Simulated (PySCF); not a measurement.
**PdOF₂, triplet: data card**

All numbers come from PySCF, UPBE0, basis Pd def2-SVP with ECP28, O def2-SVP, F def2-SVP (scalar-relativistic core potentials, no spin–orbit coupling, density fitting).

The structure is a minimum.

```xyz
4
charge 0 multiplicity 3, angstrom
Pd   -0.0466    0.0000   -0.1665
O    -1.7589    0.0000   -0.4379
F    -0.0562    0.0000    1.7138
F     1.7909    0.0000   -0.4377
```

```
Point group                                                                   : Cs
Bond lengths                                                                  : Pd–F 1.857 Å, Pd–F 1.880 Å, Pd–O 1.734 Å
Bond angles                                                                   : F–Pd–F 98.7°, F–Pd–O 98.7°, F–Pd–O 162.6°
Spin squared ⟨S²⟩                                                             : 2.026
Principal quadrupole moments (Buckingham, traceless) about the centre of mass : -6.09, 0.62, 5.47 D Å
Atomisation energy without zero-point energy                                  : 789 kJ/mol
Zero-point energy                                                             : 15.3 kJ/mol
Entropy at 298.15 K and 1 bar (electronic part: spin only)                    : 322.3 J/(mol K)
Highest occupied level (α)                                                    : -9.83 eV
Enthalpy at 298.15 K above 0 K                                                : 15.63 kJ/mol
Principal polarisabilities                                                    : 17.7, 29.9, 50.4 bohr³
Heat capacity Cp at 298.15 K                                                  : 67.9 J/(mol K)
Rotational symmetry number                                                    : 1
Dipole moment                                                                 : 2.92 D
Lowest empty level (β)                                                        : -5.71 eV
Rotational constants                                                          : 0.2587, 0.1519, 0.0957 cm⁻¹
```

Harmonic modes (masses in u: Pd 105.903, O 15.995, F 18.998):
```json
{"symmetry": "a'", "ω (cm⁻¹)": "156", "IR (km/mol)": "10.8", "μ (u)": "21.06", "type": "bend"}
{"symmetry": "a'", "ω (cm⁻¹)": "184", "IR (km/mol)": "7.2", "μ (u)": "19.01", "type": "bend"}
{"symmetry": "a''", "ω (cm⁻¹)": "193", "IR (km/mol)": "15.5", "μ (u)": "22.75", "type": "bend"}
{"symmetry": "a'", "ω (cm⁻¹)": "589", "IR (km/mol)": "34.9", "μ (u)": "21.58", "type": "stretch"}
{"symmetry": "a'", "ω (cm⁻¹)": "650", "IR (km/mol)": "65.1", "μ (u)": "20.06", "type": "stretch"}
{"symmetry": "a'", "ω (cm⁻¹)": "777", "IR (km/mol)": "11.7", "μ (u)": "18.75", "type": "stretch"}
```

Charges (e):
| atom | Mulliken | Löwdin | polar tensor | spin (Mulliken) | Mayer order to Pd1 |
| --- | --- | --- | --- | --- | --- |
| Pd1 | 0.90 | 0.28 | 1.18 | 0.64 | – |
| O2 | -0.20 | 0.06 | -0.17 | 1.24 | 1.53 |
| F3 | -0.33 | -0.16 | -0.41 | 0.00 | 0.90 |
| F4 | -0.37 | -0.18 | -0.60 | 0.13 | 0.84 |

Mulliken populations on Pd1 (electrons outside its core potential): s 2.36, p 6.38, d 8.35, f 0.01.

Formally Pd is in oxidation state +4, d6, with 2 unpaired electrons (the high-spin count would be 4). The Mulliken spin on Pd is 0.64, so most of the spin sits on the ligands and the formal count fails. The polar-tensor charge on Pd, 1.18, is far below the formal one.

Other isomers or separated fragments may lie lower. With open d or f shells other occupations or spin states may lie lower.

The final relaxation and frequency run took 66 s on 2 threads of a shared Arm Neoverse V1 host, with 73 basis functions and 21 gradients; the process peaked at 0.89 GiB. Launch command: `OMP_NUM_THREADS=2 python axn.py task.json out`.
